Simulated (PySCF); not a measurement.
# Xe(44+): ionisation energy

Xe(44+) [Ne] (1S) → Xe(45+) [He] 2s2 2p5 (2P), as a difference of total energies. Computed with PySCF 2.14 in an even-tempered Gaussian basis (17 s from 21 bohr⁻², ratio 2.2; 11 p from 27 bohr⁻², ratio 2.2; 6 d from 110 bohr⁻², ratio 2.4; 5 f from 170 bohr⁻², ratio 2.4; 4 g from 250 bohr⁻², ratio 2.4), with the non-relativistic Hamiltonian (point nucleus). Correlated levels: nothing frozen; virtual orbitals above 40 to 60 times the deepest correlated orbital energy dropped. The calculations carry no spin-orbit coupling.

```
                 method  ionisation energy (eV)
                    UHF                  7632.4
                    LDA                  7628.8
                    PBE                  7629.3
                   PBE0                  7630.6
                 r2SCAN                  7633.4
              BHandHLYP                  7632.1
                 revPBE                  7629.1
    MP2 (all electrons)                  7634.0
SCS-MP2 (all electrons)                  7633.8
```

A first-order spin-orbit estimate (lowest level to lowest level, LS coupling) adds -90.416 eV.

The gap to the reference is mostly relativistic.

For comparison: 7660 ± 4 eV (theoretical estimate listed by NIST; NIST Atomic Spectra Database, ionization energies).
